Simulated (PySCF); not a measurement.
## I⁺: ionisation energy

I⁺ [Kr] 4d10 5s2 5p4 (3P) → I²⁺ [Kr] 4d10 5s2 5p3 (4S), as a difference of total energies. All numbers are calculated (PySCF 2.14, scalar relativity through the core potential, in aug-cc-pwCVDZ-PP with ECP28MDF). Correlated levels: valence: 4s2 4p6 4d10 frozen; valence and next inner shell: nothing frozen outside the core potential. The calculations carry no spin-orbit coupling.

| method | ionisation energy (eV) |
| --- | --- |
| UHF | 17.607 |
| LDA | 18.989 |
| PBE | 18.667 |
| r2SCAN | 18.694 |
| wB97X-V | 18.853 |
| BLYP | 18.693 |
| MN15 | 18.524 |
| MP2 (valence) | 18.009 |
| SCS-MP2 (valence) | 18.030 |
| MP2 (valence and next inner shell) | 18.102 |
| SCS-MP2 (valence and next inner shell) | 18.084 |

Question: Estimate what M06 gives.

Answer: 18.618 eV, closest to PBE among the rows shown.

Question: Estimate what PBE0 gives.

Answer: 18.680 eV, closest to PBE among the rows shown.

Errors of the correlated levels include the incompleteness of this basis and the frozen core.

For comparison: 18.750 eV (measured; NIST levels, between the centres of gravity of the two terms).
